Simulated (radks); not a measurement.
Species: W2+. Configuration: [Xe] 4f12 5d6 (not the ground configuration). Calculated with a radial shooting solver on a logarithmic mesh with Libxc functionals: scalar-relativistic Kohn-Sham, PBEsol, spin-polarised, spherical densities, finite nucleus; open shells are filled with parallel spins first (spin-orbit coupling, left out, can overturn this in heavy ions); Fermi nuclear charge, rms radius 5.3658 fm.

Local quantities along the radius. ELF = 1/(1 + alpha^2) is the electron localisation function; alpha = (tau - tau_W)/tau_unif compares the Pauli kinetic energy density with that of the uniform gas (summed over spins). tau is taken from the large components.

r (bohr)    ELF    alpha
0.001046  0.999  0.02353
0.001395  0.999  0.02518
0.001861  0.999  0.02788
0.002482  0.999  0.03224
0.00331   0.998  0.03934
0.004415  0.997  0.05140
0.005889  0.995  0.07315
0.007854  0.987   0.1158
0.01048   0.959   0.2077
0.01397   0.850   0.4205
0.01863   0.566   0.8752
0.02485   0.341    1.389
0.03315   0.414    1.189
0.04421   0.662   0.7151
0.05897   0.736   0.5992
0.07865   0.523   0.9558
0.1049    0.349    1.365
0.1399    0.606   0.8064
0.1866    0.711   0.6376
0.2489    0.344    1.382
0.332     0.406    1.209
0.4428    0.714   0.6329
0.5905    0.565   0.8776
0.7876    0.316    1.471
1.051     0.546   0.9121
1.401     0.641   0.7480
1.869     0.440    1.129
2.492     0.192    2.049
3.324     0.044    4.645
4.434     0.004    16.50
5.914     0.000    114.3

On this mesh the ELF has minima near r = 0.029, 0.10, 0.29, 0.79 bohr, which separate the shells, and maxima near 0.059 (0.74), 0.19 (0.71), 0.44 (0.71), 1.2 (0.64).
